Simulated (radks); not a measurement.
Neutral barium: order these configurations by energy. Calculated with a radial shooting solver on a logarithmic mesh with Libxc functionals: Dirac Kohn-Sham, relativistic LDA (MacDonald-Vosko exchange, VWN5 correlation), spin-unpolarised, spherical densities, finite nucleus; Fermi nuclear charge, rms radius of each element as measured or else 0.836 A^(1/3) + 0.57 fm. Sub-shells are occupied by j as written (lower j first in brackets). [Xe] 4f(5/2: 1, 7/2: 0) 6s1; [Xe] 5d(3/2: 1, 5/2: 0) 6s1; [Xe] 6s1 6p(1/2: 1, 3/2: 0); [Xe] 6s2.

Answer. From the lowest, in eV above it: [Xe] 6s2 0.000; [Xe] 5d(3/2: 1, 5/2: 0) 6s1 1.267; [Xe] 6s1 6p(1/2: 1, 3/2: 0) 2.001; [Xe] 4f(5/2: 1, 7/2: 0) 6s1 4.239.
